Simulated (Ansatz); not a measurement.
Ansatz (a first-principles code) job for WH₄, SMILES [WH4] (connectivity only; charge and spin as stated), neutral, multiplicity 3, PBE0-D3(BJ)/def2-TZVPD. 

Ansatz 0.2 input:
```yaml
crystal:
  periodic: [false, false, false]
  atoms:
    - {symbol: W, position_ang: [0.00000000, -0.00000000, -0.00000000]}
    - {symbol: H, position_ang: [1.06059318, 1.06059318, 1.06059318]}
    - {symbol: H, position_ang: [-1.06059318, 1.06059318, -1.06059318]}
    - {symbol: H, position_ang: [-1.06059318, -1.06059318, 1.06059318]}
    - {symbol: H, position_ang: [1.06059318, -1.06059318, -1.06059319]}
basis:
  gaussian:
    orbitals: def2-TZVPD
hamiltonian:
  xc: pbe0
  dispersion: d3bj
magnetization: {spin_polarized: true, initial_magnetization: 2}
relax: {f_tol: 0.002, max_steps: 200}
```

It prints:

```
WARN ansatz: RAYON_NUM_THREADS=1 ignored (pool sized by the plan → 1); use --threads N
Functional definition: PBE0
integrals: 0.02 GiB planned
620 factors; their error is unknown
mean field: 0.23 GiB planned
mean field evaluation 1: about -1886.5310 eV, gradient 6.6e0 eV
mean field evaluation 2: about -1886.7492 eV, gradient 4.3e0 eV
mean field evaluation 4: about -1886.8733 eV, gradient 4.2e-1 eV
mean field evaluation 8: about -1886.8979 eV, gradient 5.9e-2 eV
mean field -1886.89789618 eV, -69.3422186994 hartree, gradient 6.2e-5 eV, S^2 2.038521; 0 other end points of the search recorded, 0 dependent functions left out
the calculation of the forces begins
reference -1886.89793905 eV, -69.3422202746 hartree; 10, 8 occupied and 69, 71 virtual orbitals, 620 factors
relax step   1: F+E_penalty+E_count = -1886.94876197 eV  Δ(F+E_penalty+E_count) = +0.000e0 eV  max|allowed force component| = 9.019e-1 eV/Å  Δτ_max = 0.0000 Å  (28 SCF iters, accepted)
these checks for a lower state are left out or cut short: starts, cluster_reference, orbital_swaps, neighbouring_geometries, increment
integrals: 0.02 GiB planned
620 factors; their error is unknown
mean field: 0.23 GiB planned
mean field evaluation 16: about -1886.7930 eV, gradient 1.1e2 eV
mean field -1887.21685405 eV, -69.3539401849 hartree, gradient 1.0e-5 eV, S^2 2.016562; 0 other end points of the search recorded, 0 dependent functions left out
the calculation of the forces begins
reference -1887.21689467 eV, -69.3539416776 hartree; 10, 8 occupied and 69, 71 virtual orbitals, 620 factors
relax step   2: F+E_penalty+E_count = -1887.26860590 eV  Δ(F+E_penalty+E_count) = -3.198e-1 eV  max|allowed force component| = 6.223e-1 eV/Å  Δτ_max = 0.1950 Å  (36 SCF iters, accepted)
these checks for a lower state are left out or cut short: starts, cluster_reference, orbital_swaps, neighbouring_geometries, increment
integrals: 0.02 GiB planned
620 factors; their error is unknown
mean field: 0.23 GiB planned
mean field evaluation 32: about -1887.3394 eV, gradient 7.8e-6 eV
mean field -1887.33939495 eV, -69.3584434797 hartree, gradient 7.8e-6 eV, S^2 2.019991; 0 other end points of the search recorded, 0 dependent functions left out
the calculation of the forces begins
reference -1887.33943654 eV, -69.3584450083 hartree; 10, 8 occupied and 69, 71 virtual orbitals, 620 factors
relax step   3: F+E_penalty+E_count = -1887.39085433 eV  Δ(F+E_penalty+E_count) = -1.222e-1 eV  max|allowed force component| = 1.434e-1 eV/Å  Δτ_max = 0.0469 Å  (31 SCF iters, accepted)
these checks for a lower state are left out or cut short: starts, cluster_reference, orbital_swaps, neighbouring_geometries, increment
integrals: 0.02 GiB planned
620 factors; their error is unknown
mean field: 0.23 GiB planned
mean field -1887.34728909 eV, -69.3587335842 hartree, gradient 7.4e-5 eV, S^2 2.021336; 0 other end points of the search recorded, 0 dependent functions left out
the calculation of the forces begins
reference -1887.34733097 eV, -69.3587351230 hartree; 10, 8 occupied and 69, 71 virtual orbitals, 620 factors
relax step   4: F+E_penalty+E_count = -1887.39865249 eV  Δ(F+E_penalty+E_count) = -7.798e-3 eV  max|allowed force component| = 7.390e-4 eV/Å  Δτ_max = 0.0158 Å  (29 SCF iters, accepted)
integrals: 0.02 GiB planned
620 factors; their error is unknown
mean field: 0.23 GiB planned
mean field -1887.34728909 eV, -69.3587335842 hartree, gradient 7.4e-5 eV, S^2 2.021336; 1 other end points of the search recorded, 0 dependent functions left out
the calculation of the forces begins
reference -1887.34733097 eV, -69.3587351230 hartree; 10, 8 occupied and 69, 71 virtual orbitals, 620 factors
Total energy: -1887.39869437 eV, -69.3606226932 hartree
Atom 0 at     0.000000    -0.000000    -0.000000 Å, force     0.000000     0.000000    -0.000000 eV/Å
Atom 1 at     0.984219     0.984219     0.984219 Å, force     0.000739     0.000739     0.000739 eV/Å
Atom 2 at    -0.984219     0.984219    -0.984219 Å, force    -0.000739     0.000739    -0.000739 eV/Å
Atom 3 at    -0.984219    -0.984219     0.984219 Å, force    -0.000739    -0.000739     0.000739 eV/Å
Atom 4 at     0.984219    -0.984219    -0.984219 Å, force     0.000739    -0.000739    -0.000739 eV/Å
Dipole moment:     0.000000    -0.000000     0.000000 e Å
```

The run converged.

Cost: roughly 14 core-seconds.
